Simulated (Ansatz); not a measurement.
One change: `C=[N][GaH2]` becomes `C=[N][AlH2]`.

Ansatz, PBE0-D4/def2-TZVP geometries, multiplicity 1. 

Scalar relativity is left out up to krypton.

| property | `C=[N][GaH2]` |
| --- | --- |
| ideal-gas entropy at 298 K and 1 bar (rigid rotor, harmonic PBE0-D4/def2-TZVP) / J/(mol·K) | 300 |
| HOMO energy (B3LYP/def2-TZVPP) / eV | -6.43 |
| size of the dipole moment (PBE/def2-TZVPP) / D | 1.10 |
| HOMO energy (PBE0/def2-TZVPP) / eV | -6.61 |
| HOMO energy (PBE/def2-TZVPP) / eV | -5.43 |
| LUMO energy (B3LYP/def2-TZVPP) / eV | -1.22 |

Q: What does the change do to each property? (Estimate.)

A: Ansatz gave: 
```tsv
property	`C=[N][AlH2]`	shift
ideal-gas entropy at 298 K and 1 bar (rigid rotor, harmonic PBE0-D4/def2-TZVP) / J/(mol·K)	279	-21
HOMO energy (B3LYP/def2-TZVPP) / eV	-6.58	-0.15
size of the dipole moment (PBE/def2-TZVPP) / D	1.48	0.38
HOMO energy (PBE0/def2-TZVPP) / eV	-6.78	-0.17
HOMO energy (PBE/def2-TZVPP) / eV	-5.56	-0.13
LUMO energy (B3LYP/def2-TZVPP) / eV	-1.17	0.05
```

Dipoles are sizes alone; their direction can turn.

B3LYP here is the variant with VWN-RPA as its local correlation; programs differ in this.
